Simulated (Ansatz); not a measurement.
Isolated molecules relaxed with PBE0-D4/def2-TZVP in Ansatz; ΔE leaves out vibrations. CCSD(T)/CBS adds triple-zeta CCSD(T) − MP2 to the extrapolated MP2 energy (def2 sets, frozen cores). This one scheme is used for every species. DFT in def2-TZVPP. Triplets are unrestricted, without spin–orbit coupling. Each species was taken in one conformer, which may not be the lowest.

`BSBC` → `BSB` + `[CH2]` (triplet)  (formal loss of a carbene)

```csv
level,ΔE (kJ/mol),difference from CCSD(T)/CBS
B97M-V,495.8,8.3
r2SCANh-D4,468.6,-18.9
r2SCAN0-D4,465.8,-21.7
PBE-QIDH,486.0,-1.5
HF/def2-SVP,344.3,-143.2
CCSD/def2-SVP,459.0,-28.5
SCS-MP2/def2-TZVPP,486.7,-0.8
CCSD/def2-TZVPP,463.8,-23.7
CCSD(T)/def2-TZVPP,475.1,-12.4
HF/CBS(def2),336.4,-151.1
CCSD(T)/CBS,487.5,0
```

Largest T1 diagnostic among the species: 0.014.

From PBE to PBE0 (25 % exact exchange), in def2-TZVPP and without D4, ΔE moves by −8.7 kJ/mol. Leaving LDA and LC-ωPBE aside and taking each functional with its dispersion term where it has one, the values, not all of them listed here, spread over 32.6 kJ/mol, from r2SCAN0-D4 to PBE-D4. LDA lies +75.6 kJ/mol from PBE without D4.
